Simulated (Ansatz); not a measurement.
Two isomers of C6H10O2: A = `CC(=O)C(C)C(C)=O`, B = `COC(=O)C1CCC1`.

Computed with Ansatz on PBE0-D4/def2-TZVP structures; ΔE is electronic, products minus reactants. CBS: MP2 limit from def2 TZ/QZ plus the TZ coupled-cluster correction, frozen cores. DFT in def2-TZVPP. B3LYP here is the variant with VWN-RPA as its local correlation; programs differ in this. Each species was taken in one conformer, which may not be the lowest.

(1) Which is lower in electronic energy at CCSD(T)/CBS, and by how much? (Estimate.)

(2) Give E(B) − E(A) in kcal/mol with CCSD(T)/def2-TZVPP, MP2/def2-TZVPP, CCSD/def2-TZVPP, r2SCAN-D4, PBE-D4, B3LYP-D4, ωB97M-V. (An estimate is asked.)

Largest T1 diagnostic: 0.014.

Answers

(1) Computed: A, by 12.6 kcal/mol.

(2) The calculation gave: CCSD(T)/def2-TZVPP 12.5, MP2/def2-TZVPP 11.7, CCSD/def2-TZVPP 12.0, r2SCAN-D4 13.7, PBE-D4 12.6, B3LYP-D4 15.1, ωB97M-V 11.9. None reverses the order clearly.

The D4 term adds +1.2 kcal/mol with B3LYP and +0.7 kcal/mol with PBE0; it sums over pairs of atoms, weighted by their polarisabilities, and B3LYP, whose exchange is more repulsive, gets the larger term. In def2-TZVPP, CCSD(T) changes the Hartree–Fock value by −1.2 kcal/mol (the triples alone add +0.4 kcal/mol) and MP2 by −1.9 kcal/mol.
